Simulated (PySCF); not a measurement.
Simulated C 1s region for (CH3CH2)2CF2, `CCC(F)(F)CC`, binding energy against the vacuum level.

Every computed line was given a Gaussian of 0.8 eV full width at half maximum and an area set by the number of equivalent atoms; the highest printed point is 100. Method used: delta-SCF UKS SCAN, pcX-2 on the ionised atom, pcseg-1 elsewhere, spin-free X2C (PySCF 2.14.0).

binding energy (eV), intensity and a bar:
```
    289.6          0 
    289.8          1 
    290.0          5 ##
    290.2         18 #####
    290.4         43 #############
    290.6         75 #######################
    290.8        100 ##############################
    291.0        100 ##############################
    291.2         76 #######################
    291.4         43 #############
    291.6         18 #####
    291.8          6 ##
    292.0          1 
    292.2          0 
    292.4          0 
    292.6          0 
    292.8          0 
    293.0          0 
    293.2          0 
    293.4          0 
    293.6          0 
    293.8          0 
    294.0          0 
    294.2          1 
    294.4          4 #
    294.6         11 ###
    294.8         21 ######
    295.0         28 ########
    295.2         26 ########
    295.4         17 #####
    295.6          8 ##
    295.8          3 #
    296.0          1 
    296.2          0
```

Problem. How many maxima does the curve show, and how many computed lines lie under it?

Solution. The curve has 2 maxima (at 290.9 and 295.1 eV). Under it lie 3 lines from 3 inequivalent carbon sites. At this width some lines have no maximum of their own.

Problem. Decompose the envelope and assign each component. Numbering: `[CH3:1][CH2:2][C:3]([F:4])([F:5])[CH2:6][CH3:7]`.

Solution. 
| position (eV) | relative area | line | atoms | environment |
| --- | --- | --- | --- | --- |
| 290.75 | 2 | C 1s | C1/C7 | methyl carbon |
| 291.05 | 2 | C 1s | C2/C6 | chain CH2 carbon |
| 295.06 | 1 | C 1s | C3 | CF2 carbon |

The listed C 1s values span 4.31 eV, from C1/C7 (bonded to C and 3 H) to C3 (bonded to 2 F and 2 C). The widest gap between neighbouring values is 4.01 eV, between 291.05 and 295.06 eV.

The curve has no shake-up lines and no vibrational structure. Topologically equivalent atoms share the value of their first member; where this conformer doesn't relate them by symmetry, their own values could differ. One conformer (not necessarily the lowest) at the PBE0-D3(BJ)/def2-SVP geometry, without solvent, vibrations or thermal averaging.

Shape of the structure used: `[CH3:1][CH2:2][C:3]([F:4])([F:5])[CH2:6][CH3:7]`: C1–C2–C3–F4 56°, C2–C3–C6–C7 63°.
